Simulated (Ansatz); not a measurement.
Steps of a relaxation of CH6ClNSi (`CN[SiH2]Cl`) with RKS PBE0-D4/def2-TZVP.

```sh
$ ansatz run in.yaml --threads 2 --pin off --events-out ev --progress --plain --max-ram 32768MiB --backend cuda --devices 0, --max-vram 18GiB
```

```yaml
crystal:
  periodic: [false, false, false]
  atoms:
    - {symbol: C, position_ang: [-0.272690, 1.373270, 0.350800]}
    - {symbol: N, position_ang: [-0.525850, -0.043810, 0.251930]}
    - {symbol: Si, position_ang: [0.574210, -1.180060, -0.397440]}
    - {symbol: Cl, position_ang: [-0.372920, -2.951960, -0.250030]}
    - {symbol: H, position_ang: [-0.721510, 1.774150, 1.261270]}
    - {symbol: H, position_ang: [-0.672480, 1.925050, -0.505520]}
    - {symbol: H, position_ang: [0.801100, 1.538450, 0.391050]}
    - {symbol: H, position_ang: [-1.511880, -0.258250, 0.267300]}
    - {symbol: H, position_ang: [0.928680, -0.991750, -1.807730]}
    - {symbol: H, position_ang: [1.773350, -1.185090, 0.438370]}
basis:
  gaussian: {orbitals: def2-TZVP}
hamiltonian: {xc: pbe0, dispersion: d4}
relax: {f_tol: 0.005, max_steps: 150}
```

Positions (Å) and forces (eV/Å) along the path, 13 of 21 steps:

```xyz
10
step=1 energy=-23018.2011 eV
C    -0.273    1.373    0.351   -0.088   -0.155   -0.078
N    -0.526   -0.044    0.252   -0.199   -0.077   -0.069
Si    0.574   -1.180   -0.397   -0.460    0.708    0.374
Cl   -0.373   -2.952   -0.250   -0.292   -0.791    0.004
H    -0.722    1.774    1.261    0.079    0.129    0.070
H    -0.672    1.925   -0.506    0.051    0.154   -0.036
H     0.801    1.538    0.391    0.172    0.196    0.070
H    -1.512   -0.258    0.267    0.142   -0.203   -0.077
H     0.929   -0.992   -1.808    0.156    0.048   -0.360
H     1.773   -1.185    0.438    0.440   -0.008    0.103
10
step=3 energy=-23018.2491 eV
C    -0.274    1.379    0.357    0.007   -0.038   -0.018
N    -0.552   -0.038    0.240    0.014    0.029   -0.008
Si    0.552   -1.177   -0.385   -0.079    0.017    0.022
Cl   -0.348   -3.021   -0.231    0.024    0.043    0.010
H    -0.721    1.793    1.265    0.001    0.001    0.007
H    -0.636    1.961   -0.500    0.012   -0.006    0.009
H     0.804    1.543    0.429    0.016   -0.013    0.012
H    -1.534   -0.265    0.232    0.017   -0.048   -0.024
H     0.906   -1.008   -1.820   -0.001   -0.007    0.003
H     1.803   -1.167    0.413   -0.011    0.022   -0.013
10
step=4 energy=-23018.2534 eV
C    -0.269    1.371    0.378    0.160   -0.083    0.010
N    -0.565   -0.038    0.219   -0.093    0.257    0.079
Si    0.537   -1.168   -0.396    0.147   -0.129   -0.117
Cl   -0.302   -3.025   -0.164   -0.028   -0.074    0.061
H    -0.751    1.782    1.269   -0.023   -0.022    0.017
H    -0.563    1.980   -0.485   -0.006   -0.009   -0.014
H     0.810    1.492    0.513   -0.015    0.073    0.014
H    -1.544   -0.247    0.152   -0.190   -0.063   -0.019
H     0.843   -1.075   -1.846    0.021    0.038   -0.049
H     1.806   -1.071    0.362    0.027    0.010    0.017
10
step=5 energy=-23018.2603 eV
C    -0.252    1.355    0.405   -0.264    0.117   -0.072
N    -0.601   -0.024    0.141    0.083   -0.041    0.005
Si    0.525   -1.168   -0.425   -0.073   -0.014    0.049
Cl   -0.244   -3.033   -0.036    0.001   -0.054   -0.008
H    -0.751    1.717    1.309   -0.003    0.031   -0.001
H    -0.517    2.019   -0.427    0.028    0.049    0.061
H     0.821    1.459    0.572    0.092   -0.102    0.006
H    -1.591   -0.193    0.034    0.166   -0.001   -0.007
H     0.812   -1.160   -1.882   -0.018   -0.011   -0.040
H     1.798   -0.972    0.310   -0.012    0.027    0.007
10
step=6 energy=-23018.2584 eV rejected
C    -0.243    1.345    0.440   -0.018    0.090   -0.104
N    -0.620   -0.016    0.090   -0.177    0.240   -0.045
Si    0.502   -1.164   -0.455    0.220   -0.262    0.051
Cl   -0.161   -3.048    0.098    0.094    0.194   -0.081
H    -0.802    1.689    1.319    0.035    0.005   -0.111
H    -0.407    2.061   -0.388    0.043   -0.181    0.280
H     0.825    1.384    0.704   -0.287   -0.078   -0.097
H    -1.608   -0.150   -0.098    0.331    0.089    0.080
H     0.719   -1.263   -1.931   -0.053   -0.004    0.156
H     1.795   -0.839    0.222   -0.187   -0.092   -0.128
10
step=7 energy=-23018.2341 eV rejected
C    -0.275    1.370    0.405    0.592   -0.113    0.277
N    -0.573   -0.021    0.148   -0.420    0.219   -0.145
Si    0.521   -1.178   -0.429    0.260    0.002   -0.074
Cl   -0.223   -3.047   -0.008   -0.001    0.030    0.030
H    -0.789    1.740    1.297   -0.057   -0.077   -0.003
H    -0.467    2.079   -0.411   -0.089   -0.276   -0.112
H     0.797    1.402    0.619    0.025    0.337    0.061
H    -1.545   -0.212   -0.004   -0.361   -0.038   -0.016
H     0.753   -1.192   -1.899    0.019   -0.025    0.035
H     1.802   -0.940    0.283    0.033   -0.060   -0.054
10
step=8 energy=-23018.2658 eV
C    -0.257    1.361    0.410    0.001    0.017    0.017
N    -0.595   -0.019    0.134    0.008    0.002   -0.016
Si    0.522   -1.172   -0.427   -0.001   -0.015   -0.022
Cl   -0.229   -3.043   -0.022    0.000    0.004    0.021
H    -0.768    1.721    1.308   -0.005   -0.002   -0.002
H    -0.499    2.039   -0.417    0.005   -0.008    0.006
H     0.817    1.445    0.597   -0.011   -0.007    0.005
H    -1.580   -0.191    0.012    0.017    0.000   -0.007
H     0.787   -1.187   -1.890   -0.005    0.003    0.002
H     1.800   -0.955    0.295   -0.009    0.005   -0.006
10
step=10 energy=-23018.2759 eV
C    -0.253    1.356    0.465   -0.067   -0.079   -0.047
N    -0.596    0.024   -0.009    0.049    0.144   -0.025
Si    0.514   -1.178   -0.472   -0.070   -0.056   -0.003
Cl   -0.142   -3.025    0.202    0.081    0.146   -0.027
H    -0.830    1.620    1.360    0.041   -0.019   -0.101
H    -0.415    2.134   -0.297    0.007   -0.123    0.120
H     0.805    1.388    0.743   -0.076   -0.042   -0.033
H    -1.577   -0.108   -0.209    0.112    0.044    0.022
H     0.680   -1.390   -1.940   -0.015    0.036    0.142
H     1.812   -0.821    0.158   -0.062   -0.051   -0.049
10
step=13 energy=-23018.2957 eV
C    -0.257    1.327    0.523    0.036   -0.143   -0.102
N    -0.592    0.089   -0.180    0.153    0.344    0.064
Si    0.496   -1.169   -0.514   -0.012   -0.273    0.026
Cl    0.025   -2.944    0.490    0.095    0.306   -0.159
H    -0.931    1.502    1.374    0.100   -0.006   -0.143
H    -0.290    2.209   -0.145   -0.018   -0.314    0.236
H     0.767    1.252    0.925   -0.329    0.026   -0.152
H    -1.553    0.021   -0.482    0.132    0.066    0.045
H     0.504   -1.572   -1.955   -0.021    0.063    0.268
H     1.831   -0.716   -0.035   -0.137   -0.069   -0.082
10
step=14 energy=-23018.3139 eV
C    -0.261    1.317    0.540   -0.059   -0.155   -0.141
N    -0.577    0.118   -0.236    0.185    0.318    0.093
Si    0.493   -1.167   -0.527   -0.008   -0.218    0.041
Cl    0.056   -2.893    0.567    0.067    0.236   -0.118
H    -0.958    1.452    1.379    0.106   -0.005   -0.133
H    -0.278    2.228   -0.085   -0.032   -0.277    0.188
H     0.749    1.226    0.964   -0.228   -0.001   -0.123
H    -1.534    0.063   -0.554    0.129    0.051    0.038
H     0.466   -1.636   -1.943   -0.054    0.092    0.196
H     1.843   -0.709   -0.106   -0.105   -0.040   -0.039
10
step=15 energy=-23018.3578 eV
C    -0.271    1.293    0.556   -0.051   -0.023   -0.062
N    -0.508    0.192   -0.361    0.113   -0.024    0.025
Si    0.498   -1.169   -0.527   -0.079    0.087   -0.006
Cl    0.059   -2.782    0.706    0.002    0.073    0.014
H    -0.947    1.273    1.417    0.016    0.008    0.020
H    -0.379    2.264    0.054    0.010   -0.149    0.049
H     0.752    1.232    0.937   -0.045    0.022   -0.018
H    -1.452    0.151   -0.715    0.069    0.013   -0.014
H     0.379   -1.715   -1.898   -0.010    0.016    0.020
H     1.870   -0.738   -0.169   -0.025   -0.022   -0.027
10
step=18 energy=-23018.3801 eV
C    -0.292    1.256    0.587    0.029   -0.017   -0.027
N    -0.410    0.259   -0.460   -0.185    0.183    0.026
Si    0.507   -1.159   -0.543    0.125   -0.166   -0.006
Cl    0.055   -2.592    0.889   -0.006    0.018   -0.001
H    -0.956    1.069    1.438   -0.010   -0.012    0.002
H    -0.505    2.254    0.196    0.005    0.000    0.006
H     0.733    1.265    0.965    0.008    0.005    0.004
H    -1.312    0.260   -0.911    0.031   -0.010   -0.001
H     0.253   -1.793   -1.854   -0.001   -0.002   -0.006
H     1.928   -0.820   -0.308    0.005    0.000    0.001
10
step=21 energy=-23018.3812 eV
C    -0.293    1.251    0.588   -0.001    0.000   -0.001
N    -0.412    0.266   -0.469    0.000   -0.001    0.000
Si    0.509   -1.157   -0.546    0.001    0.000    0.000
Cl    0.055   -2.568    0.906    0.000    0.000    0.000
H    -0.958    1.053    1.436    0.000    0.000    0.000
H    -0.503    2.254    0.210    0.000    0.000    0.001
H     0.732    1.255    0.967    0.001    0.000    0.000
H    -1.312    0.267   -0.923    0.001    0.001    0.001
H     0.251   -1.803   -1.851    0.000    0.000    0.000
H     1.931   -0.818   -0.318    0.000    0.000    0.000
```

Run time 70 s (2 threads of an AMD EPYC 7R13 on a shared host and a share of an NVIDIA H100 80 GB); peak host memory 0.83 GiB.
